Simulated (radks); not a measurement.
Task: Coherent X-ray form factor from a spherical all-electron density. Method: non-relativistic Kohn-Sham, LDA (Slater exchange, Perdew-Wang correlation), spin-polarised, spherical densities, point nucleus; computed with a radial shooting solver on a logarithmic mesh with Libxc functionals.

sin(theta)/lambda (1/angstrom)  f0 (electrons)
0.05                                    29.699
0.1                                     28.850
0.15                                    27.588
0.2                                     26.077
0.25                                    24.459
0.3                                     22.829
0.4                                     19.716
0.5                                     16.899
0.6                                     14.433
0.8                                     10.676
1                                        8.355
1.25                                     6.766
1.5                                      5.854
2                                        4.528

The species is in the configuration that NIST lists as its ground one. Which atom or ion scatters so?

Result: The arsenic ion As3+, [Ar] 3d10 4s2. Extrapolating in s^2 from the first two rows gives f0(0) = 30.0, near the electron count 30; among species with that count, the fall with angle is slower the higher Z, and the table is that of Z = 33; from so few rows the species is fixed only to a neighbour or two.
